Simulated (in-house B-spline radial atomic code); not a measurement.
Zn. Computed with a B-spline radial atomic code. Model: all-electron spherical atom, spin shells full or empty, radial basis limit, no spin-orbit coupling, Breit or QED, empty-state partial waves extrapolated as (l+1/2)^-4, RPA, G0W0 and static COHSEX of the highest shell as one setting changes (uncorrelated shells keep exact exchange).

Given: element Zn; charge 0; filled core Ar; hamiltonian one-electron scalar X2C; mean-field start PBE; highest l of empty states 9; nuclear rms radius 3.9283 fm; highest mean-field shell 4s.

Shell: 3d 5 5, 4s 1 1 (electrons up and down).

| lowest nl shells left uncorrelated | RPA correlation energy (hartree) | G0W0 level (eV) | G0W0 minus most complete (meV) | COHSEX level (eV) | removal by RPA minus most complete (meV) |
| --- | --- | --- | --- | --- | --- |
| 0 | -2.3228 | -9.4142 | 0 | -11.629 | 0 |
| 1 | ? | ? | ? | ? | ? |
| 2 | -1.9998 | -9.4167 | -2.5 | -11.636 | 4.3 |
| 3 | ? | ? | ? | ? | ? |
| 4 | -1.3355 | -9.4612 | -47 | -11.742 | 50.1 |
| 5 | -0.80335 | -9.4423 | -28.1 | -11.732 | 7.1 |
| 6 | -0.068008 | -8.8841 | 530.1 | -10.691 | -912.2 |

Problem. What follows for lowest nl shells left uncorrelated = 3?

Solution. RPA correlation energy -1.5203 hartree; G0W0 level -9.4094 eV; G0W0 minus most complete 4.8 meV; COHSEX level -11.619 eV; removal by RPA minus most complete 2.4 meV.

Problem. What follows for lowest nl shells left uncorrelated = 1?

Solution. RPA correlation energy -2.1738 hartree; G0W0 level -9.414 eV; G0W0 minus most complete 0.2 meV; COHSEX level -11.628 eV; removal by RPA minus most complete -0.2 meV.
